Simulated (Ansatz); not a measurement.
Compare A (`Oc1cccc(O)c1`) with its isomer B (`C#CCOC(=O)C=C`).

Gas-phase electronic energies from Ansatz, PBE0-D4/def2-TZVP geometries. CCSD(T)/CBS adds triple-zeta CCSD(T) − MP2 to the extrapolated MP2 energy (def2 sets, frozen cores). DFT in def2-TZVPP. B3LYP here is the variant with VWN-RPA as its local correlation; programs differ in this. Each species was taken in one conformer, which may not be the lowest.

Q: Which is lower in electronic energy at CCSD(T)/CBS, and by how much? (Best estimate.)

A: The calculation gave: A, by 235.6 kJ/mol.

Q: Give E(B) − E(A) in kJ/mol with HF/def2-TZVPP, r2SCAN-D4, ωB97M-V, CCSD(T)/def2-TZVPP, B2PLYP, B3LYP, PBE0-D4. (Best estimate.)

A: Ansatz gave: HF/def2-TZVPP 202.9, r2SCAN-D4 264.1, ωB97M-V 242.6, CCSD(T)/def2-TZVPP 228.5, B2PLYP 232.8, B3LYP 232.3, PBE0-D4 276.6. None reverses the order clearly.

Largest T1 diagnostic: 0.015.

From PBE to PBE0 (25 % exact exchange), in def2-TZVPP and without D4, E(B) − E(A) moves by +14.6 kJ/mol. In def2-TZVPP, CCSD(T) changes the Hartree–Fock value by +25.6 kJ/mol (the triples alone add +5.0 kJ/mol) and MP2 by +51.5 kJ/mol.
